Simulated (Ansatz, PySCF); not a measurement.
Dissociation curve of Ge(Br)2, SMILES [Ge]([Br])[Br]. The Ge1–Br3 bond (Ge1 also carries Br; Br3 carries nothing else) is stretched with both fragments frozen at the PBE0/def2-TZVP optimised geometry.

Levels of theory: UKS-PBE0 = Ansatz (a program for electronic structure) with unrestricted PBE0/cc-pVDZ; RKS-PBE0 = restricted PBE0/cc-pVDZ in Ansatz; UKS-B3LYP = unrestricted B3LYP/cc-pVDZ run with Ansatz; RKS-B3LYP = restricted B3LYP/cc-pVDZ (Ansatz); UKS-PBE = unrestricted PBE/cc-pVDZ in Ansatz; RKS-PBE = restricted PBE/cc-pVDZ (Ansatz); UKS-B3LYP/6-31G* = unrestricted B3LYP/6-31G*, spherical d (PySCF); RKS-B3LYP/6-31G* = PySCF 2.14.0 with restricted B3LYP/6-31G*, spherical d; UKS-LDA (SVWN5)/6-31G* = unrestricted LDA (SVWN5)/6-31G*, spherical d (PySCF); RKS-LDA (SVWN5)/6-31G* = restricted LDA (SVWN5)/6-31G*, spherical d in PySCF 2.14.0; UKS-B3LYP/LANL2DZ = unrestricted B3LYP/LANL2DZ, with its core potentials past Ne in PySCF; RKS-B3LYP/LANL2DZ = restricted B3LYP/LANL2DZ, with its core potentials past Ne run with PySCF.

Scanned distances (Å): 1.90, 2.08, 2.21, 2.26, 2.34, 2.43, 2.49, 2.67, 2.86, 3.12, 3.41, 3.88, 4.33, 4.89, 5.67, 6.74.

Q: Where does the unrestricted solution first break spin symmetry (<S²> of 0.01 or more)?

A: UKS-PBE0: between 3.41 and 3.88 Å; UKS-B3LYP: between 3.41 and 3.88 Å; UKS-PBE: between 3.41 and 3.88 Å; UKS-B3LYP/6-31G*: between 3.41 and 3.88 Å; UKS-LDA (SVWN5)/6-31G*: between 3.41 and 3.88 Å; UKS-B3LYP/LANL2DZ: between 3.41 and 3.88 Å.

```json
[
 {"R / Å": "1.90", "<S²> UKS-PBE0": "0.00", "E(RKS-PBE0) − E(UKS-PBE0) / eV": "0.000", "<S²> UKS-B3LYP": "0.00", "E(RKS-B3LYP) − E(UKS-B3LYP) / eV": "0.000", "<S²> UKS-PBE": "0.00", "E(RKS-PBE) − E(UKS-PBE) / eV": "0.000", "<S²> UKS-B3LYP/6-31G*": "0.00", "E(RKS-B3LYP/6-31G*) − E(UKS-B3LYP/6-31G*) / eV": "0.000", "<S²> UKS-LDA (SVWN5)/6-31G*": "0.00", "E(RKS-LDA (SVWN5)/6-31G*) − E(UKS-LDA (SVWN5)/6-31G*) / eV": "0.000", "<S²> UKS-B3LYP/LANL2DZ": "0.00", "E(RKS-B3LYP/LANL2DZ) − E(UKS-B3LYP/LANL2DZ) / eV": "0.000"},
 {"R / Å": "2.08", "<S²> UKS-PBE0": "0.00", "E(RKS-PBE0) − E(UKS-PBE0) / eV": "0.000", "<S²> UKS-B3LYP": "0.00", "E(RKS-B3LYP) − E(UKS-B3LYP) / eV": "0.000", "<S²> UKS-PBE": "0.00", "E(RKS-PBE) − E(UKS-PBE) / eV": "0.000", "<S²> UKS-B3LYP/6-31G*": "0.00", "E(RKS-B3LYP/6-31G*) − E(UKS-B3LYP/6-31G*) / eV": "0.000", "<S²> UKS-LDA (SVWN5)/6-31G*": "0.00", "E(RKS-LDA (SVWN5)/6-31G*) − E(UKS-LDA (SVWN5)/6-31G*) / eV": "0.000", "<S²> UKS-B3LYP/LANL2DZ": "0.00", "E(RKS-B3LYP/LANL2DZ) − E(UKS-B3LYP/LANL2DZ) / eV": "0.000"},
 {"R / Å": "2.21", "<S²> UKS-PBE0": "0.00", "E(RKS-PBE0) − E(UKS-PBE0) / eV": "0.000", "<S²> UKS-B3LYP": "0.00", "E(RKS-B3LYP) − E(UKS-B3LYP) / eV": "0.000", "<S²> UKS-PBE": "0.00", "E(RKS-PBE) − E(UKS-PBE) / eV": "0.000", "<S²> UKS-B3LYP/6-31G*": "0.00", "E(RKS-B3LYP/6-31G*) − E(UKS-B3LYP/6-31G*) / eV": "0.000", "<S²> UKS-LDA (SVWN5)/6-31G*": "0.00", "E(RKS-LDA (SVWN5)/6-31G*) − E(UKS-LDA (SVWN5)/6-31G*) / eV": "0.000", "<S²> UKS-B3LYP/LANL2DZ": "0.00", "E(RKS-B3LYP/LANL2DZ) − E(UKS-B3LYP/LANL2DZ) / eV": "0.000"},
 {"R / Å": "2.26", "<S²> UKS-PBE0": "0.00", "E(RKS-PBE0) − E(UKS-PBE0) / eV": "0.000", "<S²> UKS-B3LYP": "0.00", "E(RKS-B3LYP) − E(UKS-B3LYP) / eV": "0.000", "<S²> UKS-PBE": "0.00", "E(RKS-PBE) − E(UKS-PBE) / eV": "0.000", "<S²> UKS-B3LYP/6-31G*": "0.00", "E(RKS-B3LYP/6-31G*) − E(UKS-B3LYP/6-31G*) / eV": "0.000", "<S²> UKS-LDA (SVWN5)/6-31G*": "0.00", "E(RKS-LDA (SVWN5)/6-31G*) − E(UKS-LDA (SVWN5)/6-31G*) / eV": "0.000", "<S²> UKS-B3LYP/LANL2DZ": "0.00", "E(RKS-B3LYP/LANL2DZ) − E(UKS-B3LYP/LANL2DZ) / eV": "0.000"},
 {"R / Å": "2.34", "<S²> UKS-PBE0": "0.00", "E(RKS-PBE0) − E(UKS-PBE0) / eV": "0.000", "<S²> UKS-B3LYP": "0.00", "E(RKS-B3LYP) − E(UKS-B3LYP) / eV": "0.000", "<S²> UKS-PBE": "0.00", "E(RKS-PBE) − E(UKS-PBE) / eV": "0.000", "<S²> UKS-B3LYP/6-31G*": "0.00", "E(RKS-B3LYP/6-31G*) − E(UKS-B3LYP/6-31G*) / eV": "0.000", "<S²> UKS-LDA (SVWN5)/6-31G*": "0.00", "E(RKS-LDA (SVWN5)/6-31G*) − E(UKS-LDA (SVWN5)/6-31G*) / eV": "0.000", "<S²> UKS-B3LYP/LANL2DZ": "0.00", "E(RKS-B3LYP/LANL2DZ) − E(UKS-B3LYP/LANL2DZ) / eV": "0.000"},
 {"R / Å": "2.43", "<S²> UKS-PBE0": "0.00", "E(RKS-PBE0) − E(UKS-PBE0) / eV": "0.000", "<S²> UKS-B3LYP": "0.00", "E(RKS-B3LYP) − E(UKS-B3LYP) / eV": "0.000", "<S²> UKS-PBE": "0.00", "E(RKS-PBE) − E(UKS-PBE) / eV": "0.000", "<S²> UKS-B3LYP/6-31G*": "0.00", "E(RKS-B3LYP/6-31G*) − E(UKS-B3LYP/6-31G*) / eV": "0.000", "<S²> UKS-LDA (SVWN5)/6-31G*": "0.00", "E(RKS-LDA (SVWN5)/6-31G*) − E(UKS-LDA (SVWN5)/6-31G*) / eV": "0.000", "<S²> UKS-B3LYP/LANL2DZ": "0.00", "E(RKS-B3LYP/LANL2DZ) − E(UKS-B3LYP/LANL2DZ) / eV": "0.000"},
 {"R / Å": "2.49", "<S²> UKS-PBE0": "0.00", "E(RKS-PBE0) − E(UKS-PBE0) / eV": "0.000", "<S²> UKS-B3LYP": "0.00", "E(RKS-B3LYP) − E(UKS-B3LYP) / eV": "0.000", "<S²> UKS-PBE": "0.00", "E(RKS-PBE) − E(UKS-PBE) / eV": "0.000", "<S²> UKS-B3LYP/6-31G*": "0.00", "E(RKS-B3LYP/6-31G*) − E(UKS-B3LYP/6-31G*) / eV": "0.000", "<S²> UKS-LDA (SVWN5)/6-31G*": "0.00", "E(RKS-LDA (SVWN5)/6-31G*) − E(UKS-LDA (SVWN5)/6-31G*) / eV": "0.000", "<S²> UKS-B3LYP/LANL2DZ": "0.00", "E(RKS-B3LYP/LANL2DZ) − E(UKS-B3LYP/LANL2DZ) / eV": "0.000"},
 {"R / Å": "2.67", "<S²> UKS-PBE0": "0.00", "E(RKS-PBE0) − E(UKS-PBE0) / eV": "0.000", "<S²> UKS-B3LYP": "0.00", "E(RKS-B3LYP) − E(UKS-B3LYP) / eV": "0.000", "<S²> UKS-PBE": "0.00", "E(RKS-PBE) − E(UKS-PBE) / eV": "0.000", "<S²> UKS-B3LYP/6-31G*": "0.00", "E(RKS-B3LYP/6-31G*) − E(UKS-B3LYP/6-31G*) / eV": "0.000", "<S²> UKS-LDA (SVWN5)/6-31G*": "0.00", "E(RKS-LDA (SVWN5)/6-31G*) − E(UKS-LDA (SVWN5)/6-31G*) / eV": "0.000", "<S²> UKS-B3LYP/LANL2DZ": "0.00", "E(RKS-B3LYP/LANL2DZ) − E(UKS-B3LYP/LANL2DZ) / eV": "0.000"},
 {"R / Å": "2.86", "<S²> UKS-PBE0": "0.00", "E(RKS-PBE0) − E(UKS-PBE0) / eV": "0.000", "<S²> UKS-B3LYP": "0.00", "E(RKS-B3LYP) − E(UKS-B3LYP) / eV": "0.000", "<S²> UKS-PBE": "0.00", "E(RKS-PBE) − E(UKS-PBE) / eV": "0.000", "<S²> UKS-B3LYP/6-31G*": "0.00", "E(RKS-B3LYP/6-31G*) − E(UKS-B3LYP/6-31G*) / eV": "0.000", "<S²> UKS-LDA (SVWN5)/6-31G*": "0.00", "E(RKS-LDA (SVWN5)/6-31G*) − E(UKS-LDA (SVWN5)/6-31G*) / eV": "0.000", "<S²> UKS-B3LYP/LANL2DZ": "0.00", "E(RKS-B3LYP/LANL2DZ) − E(UKS-B3LYP/LANL2DZ) / eV": "0.000"},
 {"R / Å": "3.12", "<S²> UKS-PBE0": "0.00", "E(RKS-PBE0) − E(UKS-PBE0) / eV": "0.000", "<S²> UKS-B3LYP": "0.00", "E(RKS-B3LYP) − E(UKS-B3LYP) / eV": "0.000", "<S²> UKS-PBE": "0.00", "E(RKS-PBE) − E(UKS-PBE) / eV": "0.000", "<S²> UKS-B3LYP/6-31G*": "0.00", "E(RKS-B3LYP/6-31G*) − E(UKS-B3LYP/6-31G*) / eV": "0.000", "<S²> UKS-LDA (SVWN5)/6-31G*": "0.00", "E(RKS-LDA (SVWN5)/6-31G*) − E(UKS-LDA (SVWN5)/6-31G*) / eV": "0.000", "<S²> UKS-B3LYP/LANL2DZ": "0.00", "E(RKS-B3LYP/LANL2DZ) − E(UKS-B3LYP/LANL2DZ) / eV": "0.000"},
 {"R / Å": "3.41", "<S²> UKS-PBE0": "0.00", "E(RKS-PBE0) − E(UKS-PBE0) / eV": "0.000", "<S²> UKS-B3LYP": "0.00", "E(RKS-B3LYP) − E(UKS-B3LYP) / eV": "0.000", "<S²> UKS-PBE": "0.00", "E(RKS-PBE) − E(UKS-PBE) / eV": "0.000", "<S²> UKS-B3LYP/6-31G*": "0.00", "E(RKS-B3LYP/6-31G*) − E(UKS-B3LYP/6-31G*) / eV": "0.000", "<S²> UKS-LDA (SVWN5)/6-31G*": "0.00", "E(RKS-LDA (SVWN5)/6-31G*) − E(UKS-LDA (SVWN5)/6-31G*) / eV": "0.000", "<S²> UKS-B3LYP/LANL2DZ": "0.00", "E(RKS-B3LYP/LANL2DZ) − E(UKS-B3LYP/LANL2DZ) / eV": "0.000"},
 {"R / Å": "3.88", "<S²> UKS-PBE0": "0.34", "E(RKS-PBE0) − E(UKS-PBE0) / eV": "0.064", "<S²> UKS-B3LYP": "0.24", "E(RKS-B3LYP) − E(UKS-B3LYP) / eV": "0.023", "<S²> UKS-PBE": "0.11", "E(RKS-PBE) − E(UKS-PBE) / eV": "0.004", "<S²> UKS-B3LYP/6-31G*": "0.22", "E(RKS-B3LYP/6-31G*) − E(UKS-B3LYP/6-31G*) / eV": "0.020", "<S²> UKS-LDA (SVWN5)/6-31G*": "0.01", "E(RKS-LDA (SVWN5)/6-31G*) − E(UKS-LDA (SVWN5)/6-31G*) / eV": "0.000", "<S²> UKS-B3LYP/LANL2DZ": "0.31", "E(RKS-B3LYP/LANL2DZ) − E(UKS-B3LYP/LANL2DZ) / eV": "0.043"},
 {"R / Å": "4.33", "<S²> UKS-PBE0": "0.57", "E(RKS-PBE0) − E(UKS-PBE0) / eV": "0.243", "<S²> UKS-B3LYP": "0.51", "E(RKS-B3LYP) − E(UKS-B3LYP) / eV": "0.161", "<S²> UKS-PBE": "0.35", "E(RKS-PBE) − E(UKS-PBE) / eV": "0.048", "<S²> UKS-B3LYP/6-31G*": "0.49", "E(RKS-B3LYP/6-31G*) − E(UKS-B3LYP/6-31G*) / eV": "0.146", "<S²> UKS-LDA (SVWN5)/6-31G*": "0.26", "E(RKS-LDA (SVWN5)/6-31G*) − E(UKS-LDA (SVWN5)/6-31G*) / eV": "0.023", "<S²> UKS-B3LYP/LANL2DZ": "0.56", "E(RKS-B3LYP/LANL2DZ) − E(UKS-B3LYP/LANL2DZ) / eV": "0.202"},
 {"R / Å": "4.89", "<S²> UKS-PBE0": "0.70", "E(RKS-PBE0) − E(UKS-PBE0) / eV": "0.447", "<S²> UKS-B3LYP": "0.65", "E(RKS-B3LYP) − E(UKS-B3LYP) / eV": "0.336", "<S²> UKS-PBE": "0.53", "E(RKS-PBE) − E(UKS-PBE) / eV": "0.113", "<S²> UKS-B3LYP/6-31G*": "0.63", "E(RKS-B3LYP/6-31G*) − E(UKS-B3LYP/6-31G*) / eV": "0.307", "<S²> UKS-LDA (SVWN5)/6-31G*": "0.47", "E(RKS-LDA (SVWN5)/6-31G*) − E(UKS-LDA (SVWN5)/6-31G*) / eV": "0.072", "<S²> UKS-B3LYP/LANL2DZ": "0.69", "E(RKS-B3LYP/LANL2DZ) − E(UKS-B3LYP/LANL2DZ) / eV": "0.388"},
 {"R / Å": "5.67", "<S²> UKS-PBE0": "0.78", "E(RKS-PBE0) − E(UKS-PBE0) / eV": "0.637", "<S²> UKS-B3LYP": "0.73", "E(RKS-B3LYP) − E(UKS-B3LYP) / eV": "0.501", "<S²> UKS-PBE": "0.64", "E(RKS-PBE) − E(UKS-PBE) / eV": "0.177", "<S²> UKS-B3LYP/6-31G*": "0.71", "E(RKS-B3LYP/6-31G*) − E(UKS-B3LYP/6-31G*) / eV": "0.462", "<S²> UKS-LDA (SVWN5)/6-31G*": "0.60", "E(RKS-LDA (SVWN5)/6-31G*) − E(UKS-LDA (SVWN5)/6-31G*) / eV": "0.125", "<S²> UKS-B3LYP/LANL2DZ": "0.77", "E(RKS-B3LYP/LANL2DZ) − E(UKS-B3LYP/LANL2DZ) / eV": "0.560"},
 {"R / Å": "6.74", "<S²> UKS-PBE0": "0.83", "E(RKS-PBE0) − E(UKS-PBE0) / eV": "0.781", "<S²> UKS-B3LYP": "0.78", "E(RKS-B3LYP) − E(UKS-B3LYP) / eV": "0.623", "<S²> UKS-PBE": "0.71", "E(RKS-PBE) − E(UKS-PBE) / eV": "0.230", "<S²> UKS-B3LYP/6-31G*": "0.76", "E(RKS-B3LYP/6-31G*) − E(UKS-B3LYP/6-31G*) / eV": "0.581", "<S²> UKS-LDA (SVWN5)/6-31G*": "0.67", "E(RKS-LDA (SVWN5)/6-31G*) − E(UKS-LDA (SVWN5)/6-31G*) / eV": "0.159", "<S²> UKS-B3LYP/LANL2DZ": "0.81", "E(RKS-B3LYP/LANL2DZ) − E(UKS-B3LYP/LANL2DZ) / eV": "0.687"}
]
```
